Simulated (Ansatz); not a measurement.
Basis sets compared for GeH(OAc)3 (C₆H₁₀GeO₆). Charge 0, multiplicity 1. Geometry PBE-D4/def2-SVP. Ansatz on 2 threads of AMD EPYC 7R13 on a shared host and a share (18 GiB) of an NVIDIA H100 80GB HBM3; times are rough, and most runs start from earlier orbitals.

```xyz
23

Ge    0.027   -0.055    0.647
H     0.093   -0.188    2.164
O     1.007   -1.242   -0.384
C     2.284   -1.195    0.030
C     3.197   -2.136   -0.711
O     2.625   -0.440    0.936
H     4.236   -2.010   -0.361
H     3.130   -1.945   -1.800
H     2.864   -3.180   -0.546
O     0.582    1.536   -0.121
C    -0.099    2.537    0.459
C     0.270    3.902   -0.057
O    -0.935    2.309    1.329
H    -0.353    4.672    0.428
H     0.137    3.936   -1.157
H     1.342    4.096    0.144
O    -1.620   -0.230   -0.182
C    -2.155   -1.401    0.201
C    -3.516   -1.667   -0.383
O    -1.550   -2.149    0.964
H    -3.870   -2.666   -0.079
H    -3.473   -1.592   -1.487
H    -4.226   -0.890   -0.034
```

Single mean-field runs in def2-TZVP are fitted with def2-universal-jkfit.

Binding counts from free atoms (Ge triplet, H doublet, O triplet, C triplet) in the same basis, without a counterpoise term.

```tsv
level	functions	energy (Eh)	HOMO (eV)	LUMO (eV)	binding per atom (eV)	wall time
PBE-D4/def2-SVP	250	-2761.3219	-6.43	-1.12	4.73	5.5 s
PBE0-D4/def2-SVP	250	-2761.3793	-8.17	-0.04	4.58	5.5 s
```

Question: Estimate the rows for PBE-D4/def2-TZVP (with forces), PBE0-D4/def2-TZVP (with forces).

Answer: 
| level | functions | energy (Eh) | HOMO (eV) | LUMO (eV) | binding per atom (eV) | wall time |
| --- | --- | --- | --- | --- | --- | --- |
| PBE-D4/def2-TZVP (with forces) | 480 | -2762.3776 | -6.60 | -1.28 | 4.67 | 6 s |
| PBE0-D4/def2-TZVP (with forces) | 480 | -2762.4304 | -8.25 | -0.15 | 4.52 | 5 s |
